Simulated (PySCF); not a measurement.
A calculated (PBE, PySCF 2.14, x2c-SVPall, the spin-free X2C one-electron Hamiltonian (Gaussian nucleus)) atom or ion has these occupied shells.

```tsv
shell	electrons	orbital energy (eV)	rms radius, mean of both spins (bohr)
1s α	1	-25287.4	0.0357
1s β	1	-25287.4	0.0357
2s β	1	-3724.9	0.146
2s α	1	-3724.9	0.146
2p β	3	-3344.3	0.130
2p α	3	-3344.3	0.130
3s α	1	-683.52	0.393
3s β	1	-683.51	0.393
3p α	3	-558.08	0.396
3p β	3	-558.08	0.396
3d α	5	-359.37	0.377
3d β	5	-359.37	0.377
4s β	1	-95.085	0.977
4s α	1	-95.072	0.977
4p α	3	-58.676	1.07
4p β	3	-58.673	1.07
4d α	5	-7.664	1.58
4d β	5	-7.477	1.58
5s α	1	-4.729	3.40
```

Question: Name the element and its charge.

Answer: Ag (silver, neutral), in [Kr] 4d10 5s1, 2S determinant.
